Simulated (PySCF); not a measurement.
TeCl, SMILES Cl[Te], multiplicity 2. Geometry optimised at B3LYP-D3(BJ)/def2-TZVP. The spin state was assumed, not searched. The def2 effective core potentials stand for the cores of Te; spin–orbit coupling is left out.

Q: Give the equilibrium geometry at B3LYP-D3(BJ)/def2-TZVP (PySCF confirms it by a frequency run) as Cartesian coordinates in Å, and its point group. (Estimate from the structure and the level; the computed values follow.)

A: point group C∞v.
```xyz
2

Te     0.0000     0.0000    -0.5765
Cl     0.0000     0.0000     1.7634
```
Charge 0, spin multiplicity 2.
